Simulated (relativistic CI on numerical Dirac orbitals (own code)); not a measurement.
**Crystal-field levels of Zn⁴⁺, 3d8**

Calculated by Dirac-Coulomb-Breit CI, KLI orbitals optimised for each configuration, model QED (radiative potential, 1s self-energy scaled to tabulated hydrogen-like ionisation energies), valence Slater integrals scaled by 0.8, one configuration in a parametric crystal field (own radial code).

Field parameters in Wybourne normalisation: Td as Oh with Dq negative (B⁴₀ = 21Dq, B⁴₄ = √(5/14) B⁴₀). The field is a parameter set, without covalency.

S is read from ⟨S²⟩ = S(S + 1).

Levels (cm⁻¹, degeneracy): 0 (1), 764 (3), 2144 (2), 2376 (3), 14365 (3), 14388 (3), 14509 (2), 15177 (1), 20572 (3), 20866 (2), 29284 (3), 32157 (3).

**Question.** Which field gives this pattern?
A. Td, 10Dq = -18200 cm⁻¹
B. Td, 10Dq = -14650 cm⁻¹
C. Td, 10Dq = -7550 cm⁻¹
D. Td, 10Dq = -11100 cm⁻¹

**Answer.** B. Td, 10Dq = -14650 cm⁻¹, ground level with S = 1.00.
